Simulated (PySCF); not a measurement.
A side-by-side comparison of computed properties.

First species: C7H9NO.
Atom-mapped SMILES: `[CH3:1][O:2][CH2:3][c:4]1[cH:5][cH:6][cH:7][n:8][cH:9]1` (hydrogens: H10, H11, H12 on C1; H13, H14 on C3; H15 on C5; H16 on C6; H17 on C7; H18 on C9)

Cartesian coordinates in Å at the GFN2-xTB level; atoms count from 1:
```
atom  x, y, z in Å
C1    -3.071    0.610    0.544
O2    -1.701    0.348    0.683
C3    -1.055    0.138   -0.550
C4     0.403   -0.153   -0.334
C5     1.076    0.312    0.788
C6     2.427    0.038    0.923
C7     3.055   -0.688   -0.077
N8     2.423   -1.140   -1.147
C9     1.134   -0.883   -1.267
H10   -3.587   -0.221    0.044
H11   -3.470    0.731    1.549
H12   -3.247    1.527   -0.033
H13   -1.527   -0.698   -1.091
H14   -1.153    1.038   -1.185
H15    0.535    0.869    1.537
H16    2.979    0.382    1.784
H17    4.110   -0.923   -0.026
H18    0.659   -1.280   -2.156
```

Second species: C7H9NO.
SMILES with atom numbers: `[CH:1]#[C:2][C:3](=[O:4])[NH:5][CH:6]1[CH2:7][CH2:8][CH2:9]1` (hydrogens: H10 on C1; H11 on N5; H12 on C6; H13, H14 on C7; H15, H16 on C8; H17, H18 on C9)

Cartesian coordinates in Å at the GFN2-xTB level; atoms count from 1:
```
atom  x, y, z in Å
C1     4.2356   -0.4517    0.3449
C2     3.1126   -0.1146    0.5978
C3     1.7918    0.3395    0.9851
O4     1.5889    1.0108    1.9736
N5     0.8286   -0.0699    0.1218
C6    -0.5598    0.2462    0.2908
C7    -1.2829    0.8646   -0.9215
C8    -2.4197   -0.1527   -0.7376
C9    -1.5490   -0.9351    0.2576
H10    5.2140   -0.7543    0.1103
H11    1.0889   -0.6304   -0.6755
H12   -0.6354    0.8505    1.1963
H13   -0.7292    0.7205   -1.8479
H14   -1.5518    1.9140   -0.8315
H15   -3.3013    0.2819   -0.2730
H16   -2.7225   -0.6940   -1.6310
H17   -2.0112   -1.1960    1.2063
H18   -1.1065   -1.8296   -0.1782
```

Levels: PBE0/def2-SVPD for dipole moment, HOMO energy, LUMO energy, HOMO–LUMO gap, static isotropic polarisability and electronic spatial extent ⟨r²⟩ about the centre of nuclear charge; TDDFT PBE0/def2-SVPD for lowest singlet excitation; TDA PBE0/def2-SVPD for lowest triplet excitation (Tamm–Dancoff); GFN2-xTB for rotational constant A and rotational constant C. Geometries: GFN2-xTB. Each species is one conformer at its optimised geometry, gas phase, non-relativistic unless stated; the electronic structure was computed with PySCF and density fitting.

Dipoles, sizes and rotational constants follow the conformer. The torsions of the flexible species, by atom-mapped SMILES:
- `[CH3:1][O:2][CH2:3][c:4]1[cH:5][cH:6][cH:7][n:8][cH:9]1`: C1–O2–C3–C4 -179°, O2–C3–C4–C5 -26°
- `[CH:1]#[C:2][C:3](=[O:4])[NH:5][CH:6]1[CH2:7][CH2:8][CH2:9]1`: C2–C3–N5–C6 180°, C3–N5–C6–C7 129°

(1) Which of the two has the higher dipole moment, and by how much?

(2) Which has the higher rotational constant C?

(3) Which has the higher T1 energy?

(4) Which of the two has the higher ⟨r²⟩, and by how much?

(5) Which has the higher LUMO energy?

(6) Which of the two has the higher HOMO energy, and by how much?

(7) Which of the two has the higher rotational constant A, and by how much?

Results:

(1) The second: 3.96 D against 2.60 D, a difference of 1.36 D.

(2) The first: 0.786 GHz against 0.761 GHz, a difference of 0.025 GHz.

(3) The second: 4.40 eV against 4.17 eV, a difference of 0.23 eV.

(4) The second: 1531 bohr² against 1442 bohr², a difference of 89 bohr².

(5) The first: -0.72 eV against -0.93 eV, a difference of 0.21 eV.

(6) The first: -7.27 eV against -7.49 eV, a difference of 0.22 eV.

(7) The first: 4.967 GHz against 4.361 GHz, a difference of 0.606 GHz.

On the first: The polarisability is 13.61 Å³ as a volume (1 au = 0.148185 Å³), or 1.39 au for each of the 66 electrons. A dipole of 2.60 D is allowed in C1, and pure rotational transitions are dipole-allowed.

On the second: The polarisability is 13.63 Å³ as a volume (1 au = 0.148185 Å³), or 1.39 au for each of the 66 electrons. In wavenumbers S1 is 39800 cm⁻¹ (1 eV = 8065.54 cm⁻¹).
